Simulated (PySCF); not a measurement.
From one molecule to another.

First species: C₂H₁₀OS₂Si₂.
Bonds: C1–S2, S2–Si3, Si3–O4, O4–C5, C5–S6, S6–Si7. Hydrogens: H8, H9, H10 on C1; H11, H12 on Si3; H13, H14 on C5; H15, H16, H17 on Si7.

Second species: C₇HN.
InChI=1S/C7HN/c1-2-3-4-5-6-7-8/h1H

Levels: CAM-B3LYP/def2-SVPD for dipole moment, HOMO energy, LUMO energy, HOMO–LUMO gap, static isotropic polarisability and electronic spatial extent ⟨r²⟩ about the centre of nuclear charge; TDDFT CAM-B3LYP/def2-SVPD for lowest singlet excitation; TDA CAM-B3LYP/def2-SVPD for lowest triplet excitation (Tamm–Dancoff); GFN2-xTB for smallest rotational constant. Geometries: GFN2-xTB. Each species is one conformer at its optimised geometry, gas phase, non-relativistic unless stated. Electronic properties by PySCF.

The conformers computed, where there is a choice (atom-mapped SMILES and torsion angles):
- `[CH3:1][S:2][SiH2:3][O:4][CH2:5][S:6][SiH3:7]`: C1–S2–Si3–O4 178°, S2–Si3–O4–C5 177°, Si3–O4–C5–S6 -66°, O4–C5–S6–Si7 -55°

(1) Which of the two has the higher smallest rotational constant, and by how much?

(2) Which has the higher HOMO–LUMO gap?

(3) Which has the higher ⟨r²⟩?

(4) Which of the two has the higher dipole moment, and by how much?

(5) Which has the higher LUMO energy?

(6) Which of the two has the higher S1 energy, and by how much?

(7) Which has the higher T1 energy?

(8) Which of the two has the higher static isotropic polarisability, and by how much?

## Answers

(1) The second: 0.571 GHz against 0.516 GHz, a difference of 0.055 GHz.

(2) The first: 8.69 eV against 7.02 eV, a difference of 1.67 eV.

(3) The first: 2218 bohr² against 1736 bohr², a difference of 482 bohr².

(4) The second: 5.33 D against 0.90 D, a difference of 4.43 D.

(5) The first: 0.59 eV against -1.95 eV, a difference of 2.54 eV.

(6) The first: 5.36 eV against 3.32 eV, a difference of 2.04 eV.

(7) The first: 5.06 eV against 2.69 eV, a difference of 2.37 eV.

(8) The first: 120.6 au against 115.4 au, a difference of 5.2 au.

On the first: The vertical singlet–triplet gap S1 − T1 is 0.30 eV (TDDFT singlet less Tamm–Dancoff triplet; S1: HOMO→LUMO, weight 0.65; T1: HOMO→LUMO, weight 0.56). The principal polarisabilities are 103.8, 118.0 and 140.1 au; their mean is the isotropic value.

On the second: The polarisability is 17.11 Å³ as a volume (1 au = 0.148185 Å³), or 2.31 au for each of the 50 electrons. The vertical singlet–triplet gap S1 − T1 is 0.63 eV (TDDFT singlet less Tamm–Dancoff triplet).
